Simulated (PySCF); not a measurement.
**Ionising CI**

UHF-CCSD(T); PySCF, scalar-relativistic core potentials, basis sets C aug-cc-pVDZ, I aug-cc-pVDZ-PP with ECP28. Neutral (UHF): doublet (π ↑), Re = 2.069 Å, ωe = 610 cm⁻¹, De = 2.61 eV.

CI⁺ (RHF): singlet (closed shell), Re = 1.945 Å, ωe = 790 cm⁻¹, De = 4.63 eV to C + I⁺. The energies at the minima are -332.62971 hartree for CI and -332.33029 for CI⁺.

Work out the adiabatic ionisation energy, without and with harmonic zero-point energies (1 hartree = 27.2114 eV, 1 eV = 8065.5 cm⁻¹), and the change of the bond length.

At CCSD(T): 0.29942 hartree = 8.148 eV between the minima; the zero-point term (790.0 − 610.0)/2 cm⁻¹ = +0.011 eV makes it 8.159 eV. Re changes by -12.4 pm against the neutral. The electron leaves a π orbital, and the shorter bond of the ion fits an antibonding orbital, or a change in how ionic the bond is.

Correlated steps freeze 5 core orbitals. Correlated levels converge slowly with the basis: in double zeta they bind strong bonds too weakly, by up to about 1 eV, and carry superposition errors of some tenths. Spin–orbit coupling is left out, which matters for elements this heavy, above all for dissociation energies. For an ion De counts to the pair picked by the measured ionisation energies or electron affinities, which need not be the lowest pair at this level. Where the molecule has an RHF reference, its open-shell atoms are computed with UHF. The CCSD T1 diagnostic is raised in CI⁺, a sign that a single reference may not be enough there. States were picked by a PBE0 search and need not be the measured ground states.

Neutral and ion stand on different kinds of reference determinant, which adds to the error of the difference.
